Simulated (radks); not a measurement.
Neutral barium inside a hard spherical wall (all orbitals vanish at R), configuration held at [Xe] 6s2 and not refilled when levels cross. All-electron calculation, scalar-relativistic Kohn-Sham, PBEsol, spin-polarised, spherical densities, point nucleus. Program: a radial shooting solver on a logarithmic mesh with Libxc functionals. Eigenvalues in eV for spin up, with the zero of energy where the potential of the charges vanishes at infinity; a dash marks a level that is unbound or too diffuse for the functional's potential to be trusted. A positive occupied level is held by the wall or, in an anion where self-interaction has pushed it up, behind a barrier. The pressure on the wall is -dE/dV.

R (bohr),E (hartree),kinetic (hartree),e(4d),e(5s),e(5p),e(6s),"e(5d, empty)","e(6p, empty)",pressure (GPa)
free,-8132.3619,8584.750,-89.609,-33.704,-18.741,-3.247,-2.028,-1.229,0
20,-8132.3619,8584.750,-89.609,-33.703,-18.741,-3.247,-2.028,-1.228,< 0.0001
12,-8132.3609,8584.760,-89.528,-33.624,-18.664,-3.188,-1.962,-1.073,0.0149
7,-8132.2842,8585.139,-87.736,-31.923,-17.031,-1.293,-0.412,2.102,3.16
6,-8132.1769,8585.564,-86.445,-30.753,-15.932,0.726,0.862,5.151,10.7
5,-8131.8903,8586.656,-84.016,-28.697,-14.000,5.428,3.430,11.774,43.9
2,-8101.5897,8681.356,-15.884,48.399,75.146,253.04,120.83,284.52,36800
1.5,-8035.6062,8868.040,57.488,196.43,239.44,620.74,304.54,663.28,260000
